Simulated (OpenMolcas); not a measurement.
Pd2+ (d8) in a complex was computed by SS-CASPT2, IPEA 0.25 Eh, sigma2 regulariser 0.3 Eh with the d shell active (OpenMolcas, ANO-RCC-VTZP on the metal). Its lowest spin-free states, and all those of the highest spin:

```tsv
2S+1	Degeneracy	E (cm-1)
1	1	0
3	2	8880
3	1	9490
3	1	11450
1	2	14430
1	1	14640
1	1	15370
3	2	25310
3	1	26870
3	1	29480
1	1	31870
1	1	33710
3	2	35510
```

**Question.** Is the site octahedral, tetrahedral or cube-like, axial, or of lower symmetry?

**Answer.** The states with 2S+1 = 3 have orbital degeneracies 2, 1, 1, 2, 1, 1, 2. There are pairs but no triples, so the site is axial: not cubic, but with a proper or improper axis of order three or more. The run had Pd2+ with 4 ligands (chloride) in square-planar coordination (D4h) at 2.4 Å. A charge of +0.5 e stands 2.4 Å behind each ligand. Ligand basis ANO-RCC-VDZP.

Over all roots computed the reference weight is 0.71 to 0.72; a low but even weight reflects the number of correlated electrons. This shell can be high or low spin here, a state of another spin lies low, and with metal d orbitals alone active their balance is uncertain, so the ground spin may be wrong, although the usual error favours high spin. The least metal-like active orbital is 76 % on the metal (Löwdin) and no ligand orbital is active, so the numbers are rough. Ligand-to-metal charge-transfer states are missing. With no ligand orbital active B as a rule stays too high, so bands that hang on it stand too high and its fall with covalency is understated. No measured value stands beside these numbers; the geometry is a model, was not optimised and need not be the one that this ion takes.
